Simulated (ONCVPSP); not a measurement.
# Te: variants of one ONCV potential

Base potential:

Te (Z = 52), optimised norm-conserving Vanderbilt (ONCV), made with ONCVPSP 4.0.1 (PBE, scalar-relativistic). Core [Kr], reference 4d10 5s2 5p4. Waves: 5s: rc 1.75 bohr, ncon 5, nbas 10, qcut 3.6 1/bohr, 2 projectors, debl 2 Ha; 5p: rc 2.40 bohr, ncon 4, nbas 9, qcut 3.6 1/bohr, 2 projectors, debl 1.1 Ha; 4d: rc 1.00 bohr, ncon 4, nbas 7, qcut 10.2 1/bohr, 2 projectors, debl 2.3 Ha. Local part: polynomial inside 0.85 bohr (lpopt 5, dvloc0 4 Ha). Core correction: Teter function, fcfact 4.5, rcfact 1.25.

All-electron outer shells of the reference configuration (PBE, scalar-relativistic, ld1.x):

```csv
shell,level (eV),outermost node (bohr),outermost maximum (bohr)
4s,-164.39,0.38,0.70
4p,-114.41,0.38,0.74
4d,-41.65,0.36,0.81
5s,-15.11,0.91,1.80
5p,-5.95,1.00,2.17
```

Cutoffs, loose and tight: the cutoffs (Ha) at which the residual kinetic energy of the hardest occupied pseudo-wave falls to 1 and 0.1 mHa per electron. They do not see the model core or the augmentation charge, which bear on the density cutoff. Test errors are all-electron minus pseudo excitation energies from the reference, over the configurations 4d10 5s2 5p3; 4d10 5s2 5p2; 4d10 5s2 5p1; 4d10 5s2 5p0. A dash means not determined; rows that change the core or the reference have their own tests.

A true bound ghost makes a file unfit for plane-wave use even where its test errors are small: the radial tests pick states by their node count and pass the ghost by.

```tsv
change	outcome	cutoff, loose	cutoff, tight	bound ghosts	GHOST(+) flags above zero	largest test error (meV)
base	generated	51 Ha	122 Ha	s, p	s	-72
core correction Teter function, fcfact 1.6, rcfact 1.25	generated	51 Ha	122 Ha	s, p	s	-69
core correction Teter function, fcfact 2.3, rcfact 1.25	generated	51 Ha	122 Ha	s, p	s	-70
core correction Teter function, fcfact 3, rcfact 1.25	generated	51 Ha	122 Ha	s, p	s	-70
core correction Teter function, fcfact 4, rcfact 1.25	generated	51 Ha	122 Ha	s, p	s	-71
core correction Teter function, fcfact 4.9, rcfact 1.25	generated	51 Ha	122 Ha	s, p	s	-72
core correction Teter function, fcfact 5.8, rcfact 1.25	generated	51 Ha	122 Ha	s, p	s	-73
core correction Teter function, fcfact 6.6, rcfact 1.25	generated	51 Ha	122 Ha	s, p	s	-73
core correction Teter function, fcfact 7.6, rcfact 1.25	generated	51 Ha	122 Ha	s, p	s	-74
```

Reading the sweep of the fcfact (base included, trends over the rows without a ghost): Bound ghosts are found at 1.6, 2.3, 3, 4, 4.5, 4.9, 5.8, 6.6, 7.6. Every judged row has one, so this setting neither creates nor removes them.
